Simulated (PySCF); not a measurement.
## Computed properties of C3H9NSi, SMILES NC/C=C/[SiH3]

C3H9NSi, SMILES C(/[SiH3])=C\CN. Coordinates come from a B3LYP-D3(BJ)/def2-SVP optimisation. The structure was generated by enumeration; whether it is a known compound was not checked. One conformer was computed; it need not be the lowest. All values are computed for the isolated molecule unless a solvent is named; none is compared with measurement here.

**Structure.** All 36 harmonic modes at B3LYP-D3(BJ)/def2-SVP (PySCF) are real, so it is a minimum. With heavy atoms numbered as in [NH2:1][CH2:2]/[CH:3]=[CH:4]/[SiH3:5], the shortest bond between them is C3–C4 at 1.344 Å and the longest C4–Si5 at 1.869 Å.

**Vibrations.** The strongest infrared lines (harmonic, unscaled, degenerate partners summed) lie at 940 cm⁻¹ (268 km/mol, H 89 %, Si 10 %), 852 cm⁻¹ (244 km/mol, H 62 %, N 28 %, C 9 %), 2203 cm⁻¹ (127 km/mol, H 96 %). The softest mode is at 78 cm⁻¹ and the zero-point energy is 70.7 kcal/mol.

**Electronic structure.** PBE0/def2-TZVP (PySCF) places the frontier levels at -7.04 and -0.44 eV, a gap of 6.60 eV, and gives a dipole moment of 0.53 D and a mean polarisability of 75.6 bohr³. PBE/def2-TZVP (PySCF) at the same geometry gives -5.63 and -1.42 eV, so its gap is 2.39 eV narrower. An orbital gap is neither the optical nor the fundamental gap.

**Excitations.** TDDFT-M06-2X/def2-SVPD (PySCF) has S1 at 5.92 eV (209 nm, f = 0.067, bright); the most intense of the 10 singlets computed lies at 6.92 eV (f = 0.46). T1 (TDA) is at 4.49 eV. TDDFT-PBE/def2-SVPD (PySCF) puts S1 at 4.49 eV. No vertical singlet excitation falls in the visible range (under 3.1 eV).

**NMR.** GIAO shifts at B3LYP/pcSseg-1 (PySCF) (non-relativistic, atoms alike by connectivity averaged): ¹³C from 57.8 to 168.6 ppm against TMS; ¹H from 0.6 to 6.6 ppm against TMS; ²⁹Si at -69.1 ppm against TMS.

**Solvation.** SMD-ωB97X/6-31G* (PySCF) gives -3.1 kcal/mol in water, -3.0 kcal/mol in benzene, -5.6 kcal/mol in methanol (1 M in both phases, gas-phase geometry); of these solvents methanol holds the molecule best.
